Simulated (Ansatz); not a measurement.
Basis-set extrapolation for `O[Si@H](F)[Si@H](O)Cl` (PBE0-D4/def2-TZVP geometry, frozen core, Ansatz 0.2.0). Multiplicity 1, RHF reference.

|  | def2-TZVPP | def2-QZVPP |
| --- | --- | --- |
| HF | -1289.241497 | -1289.285113 |
| MP2 correlation | -1.148700 | -1.252610 |
| CCSD(T) correlation | -1.231122 | not run |

Energies in hartree. Use E(X) = E(∞) + A·exp(−7.88·√X) for Hartree–Fock and E(X) = E(∞) + B·X^(−2.97) for correlation, with X = 3 and 4, and add CCSD(T) minus MP2 of the smaller set to the MP2 limit.

Task: What is the CCSD(T) energy at the basis-set limit?

Result: HF limit: -1289.285113 + (-0.043616) × 0.13774 = -1289.29112. MP2 limit: -1.252610 + (-0.103910) × 0.74074 = -1.32958. Higher-order term: -1.231122 − (-1.148700) = -0.08242. Total: -1290.70312 hartree, 605.2 kJ/mol below CCSD(T)/def2-TZVPP.
